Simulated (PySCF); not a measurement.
B3LYP has the VWN-RPA correlation part, as in Gaussian. Excitations are Tamm–Dancoff values on a coarser integration grid. The basis has no diffuse functions, so Rydberg states are missing or too high.

Z-matrix (Å, degrees):
```
Al
C 1 1.9750
H 2 1.1032 1 112.94
H 2 1.1036 3 107.72 1 125.88
H 2 1.1049 3 106.34 4 113.46
C 1 1.9750 2 118.99 3 -41.20
H 6 1.1030 1 112.94 2 41.17
H 6 1.1035 7 107.72 1 -125.88
H 6 1.1048 7 106.35 8 -113.45
C 1 1.9784 2 118.24 3 163.07
H 10 1.1038 1 113.18 2 -163.55
H 10 1.1039 11 107.68 1 -125.89
H 10 1.1050 11 106.10 12 -113.26
S 1 2.6235 2 96.65 3 60.19
H 14 1.3514 1 97.25 2 166.84
H 14 1.3514 15 92.84 11 74.33
```
Charge 0, spin multiplicity 1.

Question: Predict the charge on the central atom (Mulliken), S1–T1 gap (TDA), charge on the central atom (meta-Löwdin), total energy, S1 excitation (TDA), HOMO, LUMO and S1 oscillator strength from PySCF with B3LYP-D3(BJ)/def2-TZVP // PBE0-D3(BJ)/def2-SVP.

Answer: 
```
Item                                             Value
----------------------------------------  ------------
charge on the central atom (Mulliken)           0.56 e
S1–T1 gap (TDA)                                0.04 eV
charge on the central atom (meta-Löwdin)        0.75 e
total energy                              -20727.65 eV
S1 excitation (TDA)                            5.32 eV
HOMO                                          -6.89 eV
LUMO                                          -0.75 eV
S1 oscillator strength                           0.004
```
